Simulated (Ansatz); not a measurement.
`[SiH3]C[Te][SiH3]` + `[F][Ge]([F])([F])[Cl]` → `[F][Ge]([F])([F])[SiH3]` + `[SiH3][Te]CCl`  (redistribution)

Program: Ansatz. Geometries: PBE0-D4/def2-TZVP. ΔE: electronic, gas phase. CCSD(T)/CBS adds triple-zeta CCSD(T) − MP2 to the extrapolated MP2 energy (def2 sets, frozen cores). Functionals use def2-TZVPP. B3LYP here is the variant with VWN-RPA as its local correlation; programs differ in this. def2 core potentials past Kr. For Ge, Te outer-core shells are correlated without core-valence functions, which leaves a few kJ/mol of doubt a bond. Scalar relativity is left out up to krypton. One conformer a species, not always the lowest.

```csv
level,ΔE (kcal/mol),difference from CCSD(T)/CBS
LDA (SPW92),22.5,-3.5
PBE-D4,21.9,-4.1
revPBE-D4,22.5,-3.5
BLYP-D4,21.7,-4.3
r2SCAN-D4,26.0,0.0
B3LYP-D4,23.9,-2.1
r2SCANh-D4,26.6,0.6
BHLYP-D4,27.0,1.0
CAM-B3LYP-D4,24.8,-1.2
ωB97X-V,25.5,-0.5
B2PLYP,25.2,-0.8
PBE0,23.8,-2.2
B3LYP,22.1,-3.9
BHLYP,25.5,-0.5
CAM-B3LYP,23.8,-2.2
MP2/def2-TZVPP,29.7,3.7
CCSD(T)/CBS,26.0,0
```

Largest T1 diagnostic among the species: 0.013.

The D4 term adds +1.8 kcal/mol with B3LYP and +1.0 kcal/mol with PBE0; it sums over pairs of atoms, weighted by their polarisabilities, and B3LYP, whose exchange is more repulsive, gets the larger term. From r2SCAN to r2SCAN0 (25 % exact exchange), in def2-TZVPP and without D4, ΔE moves by +1.4 kcal/mol.

CCSD(T)/CBS has its own doubt, a few kJ/mol and more with outer-core shells, so smaller differences from it don't rank the levels.
